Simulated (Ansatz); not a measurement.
`Cc1ccnc2ccccc12` → 10 C• + 9 H• + N•  (atomization)

Program: Ansatz. Geometries: PBE0-D4/def2-TZVP. ΔE: electronic, gas phase. CBS: MP2 limit from def2 TZ/QZ plus the TZ coupled-cluster correction, frozen cores. This one scheme is used for every species, atoms too. Functionals use def2-TZVPP. No spin–orbit coupling; open shells (•) take unrestricted orbitals. Spin–orbit coupling would lower the free atoms: a little for C.

```json
{"level": "revPBE-D4", "ΔE (kcal/mol)": "2370.0", "difference from CCSD(T)/CBS": "45.4"}
{"level": "r2SCAN-D4", "ΔE (kcal/mol)": "2353.1", "difference from CCSD(T)/CBS": "28.5"}
{"level": "ωB97X-V", "ΔE (kcal/mol)": "2334.7", "difference from CCSD(T)/CBS": "10.1"}
{"level": "r2SCANh", "ΔE (kcal/mol)": "2332.9", "difference from CCSD(T)/CBS": "8.3"}
{"level": "LC-ωPBE", "ΔE (kcal/mol)": "2340.8", "difference from CCSD(T)/CBS": "16.2"}
{"level": "CCSD/def2-SVP", "ΔE (kcal/mol)": "2208.6", "difference from CCSD(T)/CBS": "-116.0"}
{"level": "HF/def2-TZVPP", "ΔE (kcal/mol)": "1703.1", "difference from CCSD(T)/CBS": "-621.5"}
{"level": "MP2/def2-TZVPP", "ΔE (kcal/mol)": "2341.3", "difference from CCSD(T)/CBS": "16.7"}
{"level": "HF/def2-QZVPP", "ΔE (kcal/mol)": "1705.2", "difference from CCSD(T)/CBS": "-619.4"}
{"level": "MP2/CBS(def2)", "ΔE (kcal/mol)": "2397.3", "difference from CCSD(T)/CBS": "72.7"}
{"level": "CCSD(T)/CBS", "ΔE (kcal/mol)": "2324.6", "difference from CCSD(T)/CBS": "0"}
```

Largest T1 diagnostic among the species: 0.012.

From PBE to PBE0 (25 % exact exchange), in def2-TZVPP and without D4, ΔE moves by −49.0 kcal/mol: exact exchange takes away binding that semilocal exchange gives to molecules. The D4 term adds +24.5 kcal/mol with B3LYP and +13.1 kcal/mol with PBE0; it sums over pairs of atoms, weighted by their polarisabilities, and B3LYP, whose exchange is more repulsive, gets the larger term.

B3LYP here is the variant with VWN-RPA as its local correlation; programs differ in this.

For atomizations the MP2-based limit and the directly extrapolated one differ by several kJ/mol either way, and by 10 to 25 for some Ge, Se and Sn compounds, so smaller differences from it don't rank the levels.
